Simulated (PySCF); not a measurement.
A GIAO shielding run with PySCF 2.14.0 with density-fitted response routines (density fitting, non-relativistic, gas phase) on SMILES [SiH]1([SiH2]/C=C/[SiH3])CC1, C$_{4}$H$_{12}$Si$_{3}$:

```
$ OMP_NUM_THREADS=1 python probes_run.py task.json out

{"job": {"kind": "nmr", "xc": "PBE0", "basis": "pcSseg-1"}, "charge": 0, "multiplicity": 1}
Si    -4.123836    -0.886374    -0.488835
C     -2.555304    -0.161024     0.254674
C     -1.516383     0.304869    -0.434632
Si     0.065537     1.008847     0.299656
Si     1.811430    -0.096439    -0.697169
C      3.369049    -0.515793     0.291027
C      3.543669     0.663838    -0.659100
H     -5.253451     0.009230    -0.223481
H     -4.379762    -2.189345     0.131091
H     -3.943356    -1.043935    -1.932917
H     -2.499282    -0.125325     1.337911
H     -1.571082     0.269673    -1.518302
H      0.088730     2.456492     0.028188
H      0.011438     0.851880     1.760466
H      1.651420    -0.992786    -1.844395
H      3.946729    -1.398332     0.057837
H      3.416098    -0.283434     1.345774
H      3.696884     1.626908    -0.192318
H      4.231669     0.510302    -1.477446
```

Hardware: 1 thread of an Intel Xeon, shared host. The job also computes population analyses, field gradients, ring-centre shieldings.

**Question.** How large is the calculation?

**Answer.** 78 electrons, 200 basis functions and 1107 auxiliary functions.

**Question.** How long does it take, and how much memory does it need?

**Answer.** 54 s of wall time, with 14 SCF cycles and 5 response iterations; peak memory 0.9 GiB. Times on a shared host scatter by some tens of per cent.
